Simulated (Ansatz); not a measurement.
Species: C2HBrF2, charge 0, singlet. C2HBrF2 ((E)-1-bromo-1,2-difluoroethene, SMILES C(/F)=C(/F)Br).
B3LYP-D3(BJ)/def2-TZVP minimum from Ansatz (a program for electronic structure):
```
C
C 1 1.3239
F 1 1.3284 2 122.54
F 2 1.3401 1 120.86 3 0.00
H 2 1.0780 1 123.94 3 -180.00
Br 1 1.8805 2 122.90 5 0.00
```

Total energies in cc-pVDZ, 30 correlated electrons, 18 frozen orbitals. UHF or UKS for unpaired electrons; spin-orbit terms are left out. Cores are frozen in correlated methods (noble-gas shells, and filled d and f shells in the p block). No relativity. Spin-orbit terms, left out, reach several kcal/mol for Br and I, and more for heavier atoms.

```json
[
 {"method": "HF", "program": "Ansatz", "energy (Eh)": "-2847.53279", "minus CCSDT(Q) (mEh)": "793.52"},
 {"method": "MP2", "program": "Ansatz", "energy (Eh)": "-2848.27617", "minus CCSDT(Q) (mEh)": "50.13"},
 {"method": "CCSD", "program": "Ansatz", "energy (Eh)": "-2848.30252", "minus CCSDT(Q) (mEh)": "23.79"},
 {"method": "CCSD(T)", "program": "Ansatz", "energy (Eh)": "-2848.32347", "minus CCSDT(Q) (mEh)": "2.84"},
 {"method": "CCSDT(Q)", "program": "Ansatz", "energy (Eh)": "-2848.32631", "minus CCSDT(Q) (mEh)": "0.00"}
]
```

Rough core times of Ansatz's runs on a shared machine: CCSD(T) under 20 s, CCSDT(Q) 20 min.
